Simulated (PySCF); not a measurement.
CH3O3S, SMILES CS(=O)(=O)[O-], charge -1. Geometry optimised at PBE0-D3(BJ)/def2-SVPD.

Q: Give the equilibrium geometry at PBE0-D3(BJ)/def2-SVPD (PySCF confirms it by a frequency run) as bond lengths and angles, and its point group. (The exact figures need the calculation; the answer reports its results.)

A: point group C3v.
Atoms: O1 S2 O3 O4 C5 H6 H7 H8. Bond lengths (Å): O1–S2 1.489, S2–O3 1.489, S2–O4 1.489, S2–C5 1.806, C5–H6 1.097, C5–H7 1.097, C5–H8 1.097. Bond angles (°): O1–S2–O3 114.0, O1–S2–O4 114.0, O1–S2–C5 104.5, O3–S2–O4 114.0, O3–S2–C5 104.5, O4–S2–C5 104.5, S2–C5–H6 108.2, S2–C5–H7 108.2, S2–C5–H8 108.2, H6–C5–H7 110.7, H6–C5–H8 110.7, H7–C5–H8 110.7.
Charge -1, spin multiplicity 1.
